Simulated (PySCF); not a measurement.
These compounds are isomers of formula C7H9ClO.

A. SMILES ClC1=C(CCC)OC=C1
B. `C=C[C@@H]1C[C@@]1(C)C(=O)Cl`
C. `C1[C@@](C=C)(C)[C@H]1C(=O)Cl`
D. SMILES C=C[C@]1(Cl)C[C@@H]2O[C@@H]2C1

Spectrum 1. 1H NMR (500 MHz, computed): δ 7.39 (m, 1H), 6.57 (m, 1H), 2.78 (t, 2H), 1.60 (m, 2H), 0.92 (t, 3H). 13C{1H} NMR (computed): δ 157.3 (C), 144.4 (CH), 127.0 (C), 119.3 (CH), 30.9 (CH2), 26.6 (CH2), 14.6 (CH3).

Spectrum 2. 1H NMR (500 MHz, computed): δ 5.59 (m, 1H), 5.59 (m, 1H), 5.55 (m, 1H), 2.16 (m, 1H), 1.52 (m, 1H), 1.46 (s, 3H), 1.22 (m, 1H). 13C{1H} NMR (computed): δ 182.7 (C), 151.3 (CH), 121.5 (CH2), 40.0 (CH), 39.6 (C), 30.5 (CH2), 14.3 (CH3).

Spectrum 3. 1H NMR (500 MHz, computed): δ 6.37 (m, 1H), 5.83 (m, 1H), 5.30 (m, 1H), 3.23 (m, 2H), 2.47 (m, 2H), 2.31 (m, 2H). 13C{1H} NMR (computed): δ 153.9 (CH), 116.6 (CH2), 75.6 (C), 54.5 (CH), 49.4 (CH2).

Spectrum 4. 1H NMR (500 MHz, computed): δ 5.78 (m, 1H), 5.66 (m, 1H), 5.65 (m, 1H), 2.24 (m, 1H), 1.85 (m, 1H), 1.53 (s, 3H), 0.90 (m, 1H). 13C{1H} NMR (computed): δ 188.2 (C), 144.5 (CH), 127.3 (CH2), 43.6 (CH), 35.4 (C), 31.6 (CH2), 20.4 (CH3).

No solvent, one conformer, relativity neglected, equivalent nuclei averaged. PBE0/pcSseg-1 with gauge-including orbitals; geometry: GFN2-xTB; PySCF 2.14.0 with density-fitted response routines.

Referencing at the same level of theory: 1H (σ = 31.72 ppm) and 13C (σ = 186.93 ppm) against TMS. Where no couplings were computed, multiplicities follow the n + 1 count of equivalent neighbours, and m marks all less simple cases (inequivalent or close neighbours, rings, F or P nearby). Shifts are as computed. Against solution values, carbons near 30 ppm lie about +3 ppm off and those near 130 ppm about +5 ppm; carbons on Cl a further +6 ppm. Of 1211 compounds with measured shifts, 218 miss one by over three times the rms of a fit or turn the order of signals round; such compounds aren't used in these exercises. Carbons bonded to Cl come out too deshielded.

Problem. Match each spectrum to its structure.

Solution. 1–A, 2–C, 3–D, 4–B.

- Spectrum 1 (A): 7 13C signals; δC 30.9 is an sp3 CH2 on an aromatic ring; δC 26.6 is an sp3 CH2.
- Spectrum 2 (C): 7 13C signals; δC 151.3 is an alkene CH; δC 121.5 is a terminal =CH2 carbon.
- Spectrum 3 (D): 5 13C signals; δC 153.9 is an alkene CH; δC 116.6 is a terminal =CH2 carbon.
- Spectrum 4 (B): 7 13C signals; δC 144.5 is an alkene CH; δC 127.3 is a terminal =CH2 carbon.
